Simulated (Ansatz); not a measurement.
Geometry optimisation of [CuI2]- (CuI2⁻).

```yaml
crystal:
  periodic: [false, false, false]
  atoms:
    - {symbol: Cu, position_ang: [-0.000310, -0.000180, -0.000490]}
    - {symbol: I, position_ang: [-0.016270, -0.020580, 2.523950]}
    - {symbol: I, position_ang: [0.016580, 0.020750, -2.523460]}
basis:
  gaussian: {orbitals: def2-TZVPD}
total_charge: -1
hamiltonian: {xc: r2scan, dispersion: d4}
scf: {lower_state_search: "off"}
output: {orbitals: {seedname: orbitals}}
relax: {f_tol: 0.02, max_steps: 100}
```

```sh
$ ansatz run in.yaml --threads 4 --pin off --events-out ev --progress --plain --max-ram 3916MiB
```

Output, abridged:

```
Functional definition: r2SCAN
mean field -60855.37007931 eV, -2236.3936011633 hartree, gradient 1.1e-6 eV, S^2 0.000000; 0 other end points of the search recorded, 0 dependent functions left out
relax step   1: F+E_penalty+E_count = -60855.39244801 eV  Δ(F+E_penalty+E_count) = +0.000e0 eV  max|allowed force component| = 6.379e-1 eV/Å  Δτ_max = 0.0000 Å  (19 SCF iters, accepted)
mean field -60855.43244077 eV, -2236.3958929045 hartree, gradient 9.6e-7 eV, S^2 0.000000; 0 other end points of the search recorded, 0 dependent functions left out
relax step   2: F+E_penalty+E_count = -60855.45540546 eV  Δ(F+E_penalty+E_count) = -6.296e-2 eV  max|allowed force component| = 6.202e-3 eV/Å  Δτ_max = 0.0923 Å  (21 SCF iters, accepted)
Total energy: -60855.45542761 eV, -2236.3967376555 hartree
Atom 0 at    -0.000130    -0.000078    -0.000158 Å, force     0.000151     0.000072     0.003390 eV/Å
Atom 1 at    -0.015760    -0.019877     2.431628 Å, force    -0.000046     0.000001    -0.006202 eV/Å
Atom 2 at     0.015890     0.019944    -2.431470 Å, force    -0.000105    -0.000073     0.002811 eV/Å
Dipole moment:    -0.000034    -0.000018    -0.000257 e Å
Checks for a lower state left out: stability, starts, cluster_reference, orbital_swaps, neighbouring_geometries, increment
```

Run time 3.4 s (4 threads of Intel Xeon Platinum 8559C on a shared host).

In the def2 sets I takes a core potential; there is no spin–orbit coupling.
